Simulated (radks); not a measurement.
Task: The mean radii <r> (bohr) of the occupied orbitals of an atom or ion are listed with their occupations. All-electron calculation, scalar-relativistic Kohn-Sham, BLYP, spin-polarised, spherical densities, finite nucleus; Fermi nuclear charge, rms radius of each element as measured or else 0.836 A^(1/3) + 0.57 fm. Program: a radial shooting solver on a logarithmic mesh with Libxc functionals.

orbital  occ.      <r>
1s up       1  0.03495
1s down     1  0.03495
2s up       1   0.1426

Name the element and its charge. Open shells, if any, are filled with parallel spins first.

Result: Z = 42, molybdenum, charge +39: Mo39+ in [He] 2s1. The 1s radius gives Z: for a bare nucleus <r> = (2 gamma + 1)/(2Z) with gamma = sqrt(1 - (Z/c)^2), 0.03457 bohr for Z = 42, and screening makes it slightly larger (0.03495 here). The occupations add up to 3, and the charge is Z minus that.
